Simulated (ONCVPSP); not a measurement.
**What one change does to a pseudopotential (lutetium, ONCV)**

ONCVPSP 4.0.1 input, shortened (lines: element, Z, core and valence counts, functional; n l f; lmax; l rc ep ncon nbas qcut; lloc lpopt rc5 dvloc0; l nproj debl; icmod fcfact rcfact), PBEsol, scalar-relativistic:

```
  Lu 71.00    9    6  -116133      upf
    1    0    2.00
    2    0    2.00
    2    1    6.00
    3    0    2.00
    3    1    6.00
    3    2   10.00
    4    0    2.00
    4    1    6.00
    4    2   10.00
    4    3   14.00
    5    0    2.00
    5    1    6.00
    5    2    1.00
    6    0    1.75
    6    1    0.25
    3
    0    2.05    0.00    4    8    5.00
    1    2.10    0.00    4    7    6.40
    2    3.40    0.00    4    9    5.20
    3    0.60    0.00    5   10   16.60
    4    2    0.40   -1.00
    0    2    2.60
    1    2    1.30
    2    3    2.50
    3    2    1.00
    1    0.55    0.00
```

Change: functional LDA (Perdew-Zunger).

Cutoffs: the cutoffs (Ha) at which the residual kinetic energy of the hardest occupied pseudo-wave falls to 1 and 0.1 mHa per electron; they do not see the model core or the augmentation charge, which bear on the density cutoff. Errors are all-electron minus pseudo energies relative to the spin-unpolarised reference configuration.

Task: Predict the effect on cutoff, ghosts and configuration errors.

Result: The potential gets neither clearly harder nor softer (1213 Ha and 1410 Ha → 1214 Ha and 1409 Ha); both files keep a bound ghost (d, p, s); of the 4 tests that both files solve, the error grows in 1 and shrinks in 0 by more than 15 % and 0.3 meV (median size 1.0 → 1.2 meV).

| quantity | base | changed |
| --- | --- | --- |
| cutoff, loose | 1213 Ha | 1214 Ha |
| cutoff, tight | 1410 Ha | 1409 Ha |
| loose cutoff by channel | s 8.4 Ha, p 9.3 Ha, d 7.8 Ha, f 1213 Ha | s 8.4 Ha, p 9.4 Ha, d 7.8 Ha, f 1214 Ha |
| bound ghosts | s, p, d | s, p, d |
| GHOST(+) flags under 300 eV | s at 32.6 eV | s at 32.4 eV |
| error for 4f14 5s2 5p6 5d1 6s2 6p0, meV [ΔE -0.84 → -0.86 eV] | +0.1 | +0.1 |
| error for 4f14 5s2 5p6 5d1 6s1 6p0, meV [ΔE 6.55 → 6.72 eV] | -1.7 | -2.0 |
| error for 4f14 5s2 5p6 5d1 6s0 6p0, meV [ΔE 19.77 → 20.30 eV] | -9.4 | -9.6 |
| error for 4f14 5s2 5p6 5d1.5 6s1.5 6p0, meV [ΔE 0.64 → 0.62 eV] | -0.2 | -0.3 |
| s: phases at 2.08 bohr within 0.05 rad from the reference energy up to (Ha; the scan ends near 5) | 0.9 | 0.9 |
| p: phases at 2.14 bohr within 0.05 rad from the reference energy up to (Ha; the scan ends near 5) | to the end of the scan | to the end of the scan |
| d: phases at 3.45 bohr within 0.05 rad from the reference energy up to (Ha; the scan ends near 5) | to the end of the scan | to the end of the scan |
| f: phases at 0.61 bohr within 0.05 rad from the reference energy up to (Ha; the scan ends near 5) | to the end of the scan | to the end of the scan |
| rms error of d²Exc/dni dnj with the model core, mHa | 1.56 | 1.46 |

 A true bound ghost makes a file unfit for plane-wave use even where its test errors are small: the radial tests pick states by their node count and pass the ghost by.
